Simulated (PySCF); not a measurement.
**EPR parameters of C7H8F**

Compound: C7H8F (doublet state).
Geometry (GFN2-xTB, Å), atoms numbered from 1 in this order:
```xyz
16
C7H8F angstrom
C     -2.6538    2.0670   -0.4734
C     -1.5650    1.5822   -0.2611
C     -0.3106    1.0631   -0.0140
C     -0.0267   -0.3111   -0.0214
C      1.2008   -0.8583    0.2173
C      2.4601   -0.1357    0.5275
C     -1.2033   -1.2114   -0.3229
F     -0.8668   -2.5409   -0.3216
H     -3.5963    2.4877   -0.6583
H      0.4729    1.7756    0.1920
H      1.2882   -1.9349    0.1809
H      3.2171   -0.3755   -0.2214
H      2.3334    0.9418    0.5589
H      2.8497   -0.4686    1.4912
H     -1.6162   -0.9893   -1.3143
H     -1.9910   -1.0828    0.4291
```

The hyperfine couplings belong to this conformer and change with its torsions.

As a line formula: `C(/[CH]C#C)(=C/C)CF` [radical].

Computed, not measured: UKS B3LYP, pcH-1 on C F H, non-relativistic, mean-field spin-orbit, GIAO (PySCF 2.14.0). Isolated species at its GFN2-xTB geometry (one conformer only). Couplings are sensitive to structure, and on GFN2-xTB geometries they can be far from those on DFT ones. Stability of the SCF solution: not tested. ⟨S²⟩ is 0.781 where a pure state has 0.75.

```
g1, g2, g3        : 2.00219, 2.00281, 2.00302
g_iso             : 2.00267
Form of g         : rhombic: the two nearest values differ by 25 % of g3 − g1
⟨S²⟩              : 0.7811 (exact 0.7500)
α and β electrons : 30, 29
```

Isotropic coupling and dipolar principal values T1 to T3, in MHz; ρ(0) is the spin density at the nucleus:

```csv
atom,isotope,a_iso,T1,T2,T3,Mulliken spin population,ρ(0) (bohr⁻³)
C1,13C,31.7,-31.9,-23.7,55.6,0.40,0.0282
C2,13C,-49.2,-16.6,-0.5,17.0,-0.20,-0.0438
C3,13C,50.4,-46.0,-45.3,91.3,0.58,0.0448
C4,13C,-42.8,-24.7,10.0,14.7,-0.22,-0.0381
C5,13C,42.9,-40.3,-38.7,79.0,0.51,0.0381
C6,13C,-16.0,-1.1,0.4,0.7,-0.04,-0.0143
C7,13C,5.1,-0.9,0.1,0.8,0.01,0.0045
F8,19F,-0.7,-5.0,1.0,4.0,0.00,-0.0002
H9,1H,-30.0,-14.2,-1.1,15.3,-0.02,-0.0067
H10,1H,-39.1,-19.0,-1.5,20.5,-0.02,-0.0087
H11,1H,-32.7,-19.0,-0.7,19.7,-0.02,-0.0073
H12,1H,49.5,-2.8,-1.9,4.7,0.02,0.0111
H13,1H,1.1,-2.6,-0.9,3.5,0.00,0.0003
H14,1H,49.1,-2.8,-1.9,4.7,0.02,0.0110
H15,1H,-14.2,-2.0,-0.1,2.1,-0.01,-0.0032
H16,1H,-14.2,-2.0,-0.1,2.1,-0.01,-0.0032
```

Largest spin populations (Mulliken): C3 (+0.58), C5 (+0.51), C1 (+0.40) and C4 (-0.22). Three atoms exceed +0.15. The angles at C3 add up to 360.0°, so it is planar.

C3, the radical centre as drawn in `C#C[CH]/C(=C\C)CF`, holds a spin population of +0.58 out of 1.

Axes: g3 points within 8° of the C1–H9 bond.

Under fast tumbling the dipolar parts average out, and these isotropic splittings remain: 1 × 1H (H10, I = 1/2, 2 lines) with 1.39 mT, 3 × 1H (H12/H13/H14, I = 1/2, 4 lines) with 1.19 mT, 1 × 1H (H11, I = 1/2, 2 lines) with 1.17 mT, 1 × 1H (H9, I = 1/2, 2 lines) with 1.07 mT and 2 × 1H (H15/H16, I = 1/2, 3 lines) with 0.51 mT.

Class means assume fast exchange of nuclei equivalent by connectivity; if that motion is slow, each nucleus keeps its own coupling. The three 1H nuclei of mean +33.3 MHz run from 1.1 to 49.5 MHz in the frozen geometry.

The 13C coupling of C3 (50.4 MHz) shows only in satellite lines or after enrichment, since that isotope makes up about 1.07 % of natural carbon.
